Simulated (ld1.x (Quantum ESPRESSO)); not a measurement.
## Building the TM potential for calcium (PBE, fully relativistic).

ld1.x (Quantum ESPRESSO) 7.5 was run on this input:

```
&input
   title='Ca', zed=20., rel=2, dft='PBE', iswitch=3,
   config='[Ar] 3d0 4s2 4p0', rel_dist='average',
   nld=5, rlderiv=2.25, eminld=-5.0, emaxld=5.0, deld=0.02
 /
 &inputp
   pseudotype=2, tm=.true., lloc=0,
   nlcc=.false.,
   file_pseudopw='Ca.UPF', file_wfcaegen='ae.wfc', file_wfcncgen='nc.wfc', file_beta='beta', file_chi='chi'
 /
3
3P  2  1   6.00   0.00  2.05  2.05  0.0
3D  3  2   0.00   0.00  1.75  1.75  0.0
3S  1  0   2.00   0.00  1.25  1.25  0.0
 &test
   configts(1)='3s2 3p6 3d0 4s2 4p0'
 /
```

Command:

```bash
ld1.x < Ca.in > Ca.out
```

Output (shortened: banner, matrices, multipoles, cross overlaps and the repeated all-electron block are left out):

```
Program LD1 v.7.5
     --------------------------- All-electron run ----------------------------

     Ca
     dirac relativistic calculation

     atomic number is 20.00
     dft =PBE   lsd =0 sic =0 latt =0  beta=0.20 tr2=1.0E-14
     Exchange-correlation= PBE
                           (   1   4   3   4   0   0   0)
     mesh =1169 r(mesh) =  99.90979 a.u. xmin = -7.00 dx = 0.01250
     1 Ry =  13.60569312 eV, c = 137.03599908

     n l j   nl                  e(Ry)          e(Ha)          e(eV)
     Spin orbit split results
     1 0 0.5 1S 1( 2.00)      -290.2349      -145.1174     -3948.8467
     2 0 0.5 2S 1( 2.00)       -30.4501       -15.2251      -414.2948
     2 1 0.5 2P 1( 2.00)       -24.7780       -12.3890      -337.1213
     2 1 1.5 2P 1( 4.00)       -24.5070       -12.2535      -333.4344
     3 0 0.5 3S 1( 2.00)        -3.4608        -1.7304       -47.0862
     3 1 0.5 3P 1( 2.00)        -2.0771        -1.0386       -28.2606
     3 1 1.5 3P 1( 4.00)        -2.0489        -1.0245       -27.8770
     3 2 1.5 3D 1( 0.00)        -0.1439        -0.0720        -1.9580
     3 2 2.5 3D 1( 0.00)        -0.1427        -0.0713        -1.9411
     4 0 0.5 4S 1( 2.00)        -0.2768        -0.1384        -3.7661
     4 1 0.5 4P 1( 0.00)        -0.1039        -0.0520        -1.4141
     4 1 1.5 4P 1( 0.00)        -0.1027        -0.0513        -1.3968
     Averaged results
     1 0     1S 1( 2.00)      -290.2349      -145.1174     -3948.8467
     2 0     2S 1( 2.00)       -30.4501       -15.2251      -414.2948
     2 1     2P 1( 6.00)       -24.5973       -12.2987      -334.6633
     3 0     3S 1( 2.00)        -3.4608        -1.7304       -47.0862
     3 1     3P 1( 6.00)        -2.0583        -1.0292       -28.0049
     3 2     3D 1( 0.00)        -0.1432        -0.0716        -1.9479
     4 0     4S 1( 2.00)        -0.2768        -0.1384        -3.7661
     4 1     4P 1( 0.00)        -0.1031        -0.0515        -1.4026

     final scf error:  2.5E-15 reached in  24 iterations

     Etot =   -1360.661628 Ry,    -680.330814 Ha,  -18512.744549 eV

     Ekin =    1371.353826 Ry,     685.676913 Ha,   18658.219314 eV
     Encl =   -3233.078305 Ry,   -1616.539153 Ha,  -43988.271264 eV
     Eh   =     573.053245 Ry,     286.526623 Ha,    7796.786597 eV
     Exc  =     -71.990393 Ry,     -35.995197 Ha,    -979.479196 eV

     normalization and overlap integrals

     s(1S/1S) =  1.000000  <r> =   0.0768  <r2> =    0.0079  r(max) =   0.0500
     s(2S/2S) =  1.000000  <r> =   0.3642  <r2> =    0.1571  r(max) =   0.2987
     s(2P/2P) =  1.000000  <r> =   0.3261  <r2> =    0.1317  r(max) =   0.2446
     s(2P/2P) =  1.000000  <r> =   0.3286  <r2> =    0.1336  r(max) =   0.2477
     s(3S/3S) =  1.000000  <r> =   1.1560  <r2> =    1.5427  r(max) =   0.9918
     s(3P/3P) =  1.000000  <r> =   1.2658  <r2> =    1.8918  r(max) =   1.0427
     s(3P/3P) =  1.000000  <r> =   1.2737  <r2> =    1.9156  r(max) =   1.0558
     s(3D/3D) =  1.000000  <r> =   2.3683  <r2> =    7.9210  r(max) =   1.2735
     s(3D/3D) =  1.000000  <r> =   2.3772  <r2> =    7.9826  r(max) =   1.2735
     s(4S/4S) =  1.000000  <r> =   4.0203  <r2> =   18.5517  r(max) =   3.4187
     s(4P/4P) =  1.000000  <r> =   5.3894  <r2> =   33.8433  r(max) =   4.3352
     s(4P/4P) =  1.000000  <r> =   5.4172  <r2> =   34.1900  r(max) =   4.3897

     ------------------------ End of All-electron run ------------------------

     --------------------- Generating NC pseudopotential ---------------------

      Generating local pot.: lloc=0, matching radius rcloc =   1.2500

     Fully relativistic calculation: |psi|^2

     Wfc 3P LC norm =  0.99986210 SC norm =  0.00013766 missing  0.00000024

     Wfc 3P LC norm =  0.99986347 SC norm =  0.00013546 missing  0.00000107

     Wfc 3D LC norm =  0.99994667 SC norm =  0.00005298 missing  0.00000035

     Wfc 3D LC norm =  0.99994696 SC norm =  0.00004719 missing  0.00000585

      Wfc   3P  rcut= 2.074  Using Troullier-Martins method

      Wfc   3P  rcut= 2.074  Using Troullier-Martins method

      Wfc   3D  rcut= 1.741  Using Troullier-Martins method

      Wfc   3D  rcut= 1.741  Using Troullier-Martins method

     ------------------- End of pseudopotential generation -------------------

     Computing logarithmic derivative in   2.24912
     Computing logarithmic derivative in   2.24912
     Computing the partial wave expansion
       no projector for channel:   0
     R is outside the sphere for l=    1 j= 0.50
     R is outside the sphere for l=    1 j= 1.50
     R is outside the sphere for l=    2 j= 1.50
     R is outside the sphere for l=    2 j= 2.50

     ---------------------- Testing the pseudopotential ----------------------

     Ca
     dirac relativistic calculation

     atomic number is 20.00   valence charge is 10.00
     dft =PBE   lsd =0 sic =0 latt =0  beta=0.20 tr2=1.0E-14
     mesh =1169 r(mesh) =  99.90979 xmin = -7.00 dx = 0.01250

     n l  j  nl             e AE (Ry)       e PS (Ry)    De AE-PS (Ry)
     1 0 0.5 3S   1( 2.00)       -3.46077       -3.46080        0.00003
     2 1 0.5 3P   1( 2.00)       -2.07712       -2.07712       -0.00000
     2 1 1.5 3P   1( 4.00)       -2.04892       -2.04892        0.00000
     3 2 1.5 3D   1( 0.00)       -0.14391       -0.14390       -0.00001
     3 2 2.5 3D   1( 0.00)       -0.14267       -0.14267        0.00000
     2 0 0.5 4S   1( 2.00)       -0.27680       -0.27993        0.00313
     3 1 0.5 4P   1( 0.00)       -0.10394       -0.10435        0.00041
     3 1 1.5 4P   1( 0.00)       -0.10266       -0.10310        0.00044

     eps = 5.8E-15  iter = 13

     Etot =   -1360.661628 Ry,    -680.330814 Ha,  -18512.744549 eV
     Etotps =   -73.473866 Ry,     -36.736933 Ha,    -999.662874 eV

     Ekin =      25.597502 Ry,      12.798751 Ha,     348.271759 eV
     Encl =    -140.977567 Ry,     -70.488784 Ha,   -1918.097520 eV
     Ehrt =      56.569918 Ry,      28.284959 Ha,     769.672948 eV
     Ecxc =      -9.879004 Ry,      -4.939502 Ha,    -134.410700 eV
     Epseu=      -4.784715 Ry,      -2.392357 Ha,     -65.099362 eV

     ---------------------- End of pseudopotential test ----------------------
```

Generation and configuration tests took about 1.4 s on one core of a shared server CPU.

Transferability test of the new file with ld1.x, input:

```
&input
   title='Ca', zed=20., rel=2, dft='PBE', iswitch=2,
   config='[Ar] 3d0 4s2 4p0', rel_dist='average'
 /
 &test
   file_pseudo='Ca.UPF', nconf=8,
   configts(1)='3s2 3p6 3d0 4s2 4p0',
   configts(2)='3s2 3p6 3d0 4s1 4p0',
   configts(3)='3s2 3p6 3d0 4s0 4p0',
   configts(4)='3s2 3p6 3d0 4s1.5 4p0',
   configts(5)='3s2 3p6 3d1 4s1 4p0',
   configts(6)='3s2 3p6 3d0.5 4s1.5 4p0',
   configts(7)='3s2 3p6 3d0 4s1 4p1',
   configts(8)='3s2 3p6 3d0 4s0 4p2'
 /
```

```bash
ld1.x < Ca.test.in > Ca.test.out
```

Pseudopotential blocks of its output, shortened (energy terms left out):

```
     ---------------------- Testing the pseudopotential ----------------------

     n l  j  nl             e AE (Ry)       e PS (Ry)    De AE-PS (Ry)
     1 0 0.5 3S   1( 2.00)       -3.46077       -3.46080        0.00003
     2 1 0.5 3P   1( 2.00)       -2.07712       -2.07712       -0.00000
     2 1 1.5 3P   1( 4.00)       -2.04892       -2.04892        0.00000
     3 2 1.5 3D   1( 0.00)       -0.14391       -0.14390       -0.00001
     3 2 2.5 3D   1( 0.00)       -0.14267       -0.14267        0.00000
     2 0 0.5 4S   1( 2.00)       -0.27680       -0.27993        0.00313
     3 1 0.5 4P   1( 0.00)       -0.10394       -0.10435        0.00041
     3 1 1.5 4P   1( 0.00)       -0.10266       -0.10310        0.00044

     eps = 6.3E-15  iter = 14

     Etot =   -1360.661628 Ry,    -680.330814 Ha,  -18512.744550 eV
     Etotps =   -73.473866 Ry,     -36.736933 Ha,    -999.662873 eV

     ---------------------- End of pseudopotential test ----------------------

          ---------------------- Testing the pseudopotential ----------------------

     n l  j  nl             e AE (Ry)       e PS (Ry)    De AE-PS (Ry)
     1 0 0.5 3S   1( 2.00)       -3.96797       -3.97148        0.00351
     2 1 0.5 3P   1( 2.00)       -2.58237       -2.58575        0.00337
     2 1 1.5 3P   1( 4.00)       -2.55404       -2.55741        0.00337
     3 2 1.5 3D   1( 0.00)       -0.61380       -0.61640        0.00260
     3 2 2.5 3D   1( 0.00)       -0.61229       -0.61490        0.00261
     2 0 0.5 4S   1( 1.00)       -0.65892       -0.66480        0.00588  !
     3 1 0.5 4P   1( 0.00)       -0.43747       -0.43928        0.00181
     3 1 1.5 4P   1( 0.00)       -0.43524       -0.43710        0.00186

     eps = 2.8E-15  iter = 20

     Etot =   -1360.197913 Ry,    -680.098956 Ha,  -18506.435388 eV
     Etotps =   -73.005742 Ry,     -36.502871 Ha,    -993.293715 eV
     dEtot_ae =       0.463715 Ry
     dEtot_ps =       0.468124 Ry,   Delta E=      -0.004410 Ry

     ---------------------- End of pseudopotential test ----------------------

          ---------------------- Testing the pseudopotential ----------------------

     n l  j  nl             e AE (Ry)       e PS (Ry)    De AE-PS (Ry)
     1 0 0.5 3S   1( 2.00)       -4.57381       -4.58265        0.00884  !
     2 1 0.5 3P   1( 2.00)       -3.18364       -3.19213        0.00850  !
     2 1 1.5 3P   1( 4.00)       -3.15501       -3.16349        0.00848  !
     3 2 1.5 3D   1( 0.00)       -1.17227       -1.17908        0.00681  !
     3 2 2.5 3D   1( 0.00)       -1.17050       -1.17733        0.00683  !
     2 0 0.5 4S   1( 0.00)       -1.06861       -1.07957        0.01097  !
     3 1 0.5 4P   1( 0.00)       -0.78625       -0.79121        0.00496
     3 1 1.5 4P   1( 0.00)       -0.78260       -0.78769        0.00508  !

     eps = 2.9E-15  iter = 16

     Etot =   -1359.329097 Ry,    -679.664548 Ha,  -18494.614545 eV
     Etotps =   -72.128904 Ry,     -36.064452 Ha,    -981.363731 eV
     dEtot_ae =       1.332531 Ry
     dEtot_ps =       1.344962 Ry,   Delta E=      -0.012431 Ry

     ---------------------- End of pseudopotential test ----------------------

          ---------------------- Testing the pseudopotential ----------------------

     n l  j  nl             e AE (Ry)       e PS (Ry)    De AE-PS (Ry)
     1 0 0.5 3S   1( 2.00)       -3.70082       -3.70243        0.00161
     2 1 0.5 3P   1( 2.00)       -2.31643       -2.31797        0.00154
     2 1 1.5 3P   1( 4.00)       -2.28818       -2.28972        0.00154
     3 2 1.5 3D   1( 0.00)       -0.36633       -0.36749        0.00116
     3 2 2.5 3D   1( 0.00)       -0.36494       -0.36612        0.00118
     2 0 0.5 4S   1( 1.50)       -0.46166       -0.46603        0.00436
     3 1 0.5 4P   1( 0.00)       -0.26401       -0.26502        0.00101
     3 1 1.5 4P   1( 0.00)       -0.26226       -0.26331        0.00105

     eps = 5.4E-15  iter = 15

     Etot =   -1360.477615 Ry,    -680.238808 Ha,  -18510.240937 eV
     Etotps =   -73.287989 Ry,     -36.643995 Ha,    -997.133892 eV
     dEtot_ae =       0.184012 Ry
     dEtot_ps =       0.185877 Ry,   Delta E=      -0.001865 Ry

     ---------------------- End of pseudopotential test ----------------------

          ---------------------- Testing the pseudopotential ----------------------

     n l  j  nl             e AE (Ry)       e PS (Ry)    De AE-PS (Ry)
     1 0 0.5 3S   1( 2.00)       -3.29292       -3.29554        0.00261
     2 1 0.5 3P   1( 2.00)       -1.91990       -1.92200        0.00209
     2 1 1.5 3P   1( 4.00)       -1.89239       -1.89443        0.00205
     3 2 1.5 3D   1( 0.40)       -0.05661       -0.05763        0.00102
     3 2 2.5 3D   1( 0.60)       -0.05581       -0.05683        0.00102
     2 0 0.5 4S   1( 1.00)       -0.24371       -0.24650        0.00279
     3 1 0.5 4P   1( 0.00)       -0.09127       -0.09175        0.00048
     3 1 1.5 4P   1( 0.00)       -0.09029       -0.09079        0.00050

     eps = 6.6E-15  iter = 22

     Etot =   -1360.493882 Ry,    -680.246941 Ha,  -18510.462249 eV
     Etotps =   -73.304007 Ry,     -36.652004 Ha,    -997.351828 eV
     dEtot_ae =       0.167746 Ry
     dEtot_ps =       0.169859 Ry,   Delta E=      -0.002113 Ry

     ---------------------- End of pseudopotential test ----------------------

          ---------------------- Testing the pseudopotential ----------------------

     n l  j  nl             e AE (Ry)       e PS (Ry)    De AE-PS (Ry)
     1 0 0.5 3S   1( 2.00)       -3.35094       -3.35316        0.00222
     2 1 0.5 3P   1( 2.00)       -1.97382       -1.97568        0.00187
     2 1 1.5 3P   1( 4.00)       -1.94604       -1.94788        0.00184
     3 2 1.5 3D   1( 0.20)       -0.08188       -0.08298        0.00110
     3 2 2.5 3D   1( 0.30)       -0.08090       -0.08200        0.00110
     2 0 0.5 4S   1( 1.50)       -0.25264       -0.25570        0.00306
     3 1 0.5 4P   1( 0.00)       -0.09247       -0.09303        0.00055
     3 1 1.5 4P   1( 0.00)       -0.09139       -0.09196        0.00057

     eps = 5.4E-15  iter = 22

     Etot =   -1360.584247 Ry,    -680.292124 Ha,  -18511.691734 eV
     Etotps =   -73.395285 Ry,     -36.697643 Ha,    -998.593727 eV
     dEtot_ae =       0.077380 Ry
     dEtot_ps =       0.078581 Ry,   Delta E=      -0.001200 Ry

     ---------------------- End of pseudopotential test ----------------------

          ---------------------- Testing the pseudopotential ----------------------

     n l  j  nl             e AE (Ry)       e PS (Ry)    De AE-PS (Ry)
     1 0 0.5 3S   1( 2.00)       -3.56091       -3.56333        0.00242
     2 1 0.5 3P   1( 2.00)       -2.17592       -2.17825        0.00233
     2 1 1.5 3P   1( 4.00)       -2.14764       -2.14996        0.00232
     3 2 1.5 3D   1( 0.00)       -0.22364       -0.22524        0.00160
     3 2 2.5 3D   1( 0.00)       -0.22227       -0.22388        0.00161
     2 0 0.5 4S   1( 1.00)       -0.32480       -0.32907        0.00426
     3 1 0.5 4P   1( 0.33)       -0.14363       -0.14474        0.00110
     3 1 1.5 4P   1( 0.67)       -0.14222       -0.14335        0.00113

     eps = 2.7E-15  iter = 16

     Etot =   -1360.483647 Ry,    -680.241823 Ha,  -18510.322997 eV
     Etotps =   -73.292966 Ry,     -36.646483 Ha,    -997.201609 eV
     dEtot_ae =       0.177981 Ry
     dEtot_ps =       0.180900 Ry,   Delta E=      -0.002919 Ry

     ---------------------- End of pseudopotential test ----------------------

          ---------------------- Testing the pseudopotential ----------------------

     n l  j  nl             e AE (Ry)       e PS (Ry)    De AE-PS (Ry)
     1 0 0.5 3S   1( 2.00)       -3.65320       -3.65807        0.00486
     2 1 0.5 3P   1( 2.00)       -2.26674       -2.27142        0.00468
     2 1 1.5 3P   1( 4.00)       -2.23837       -2.24303        0.00466
     3 2 1.5 3D   1( 0.00)       -0.29749       -0.30074        0.00325
     3 2 2.5 3D   1( 0.00)       -0.29601       -0.29928        0.00327
     2 0 0.5 4S   1( 0.00)       -0.36534       -0.37064        0.00530  !
     3 1 0.5 4P   1( 0.67)       -0.17661       -0.17830        0.00169
     3 1 1.5 4P   1( 1.33)       -0.17507       -0.17679        0.00172

     eps = 5.6E-15  iter = 13

     Etot =   -1360.297729 Ry,    -680.148865 Ha,  -18507.793463 eV
     Etotps =   -73.103690 Ry,     -36.551845 Ha,    -994.626370 eV
     dEtot_ae =       0.363898 Ry
     dEtot_ps =       0.370176 Ry,   Delta E=      -0.006278 Ry

     ---------------------- End of pseudopotential test ----------------------
```
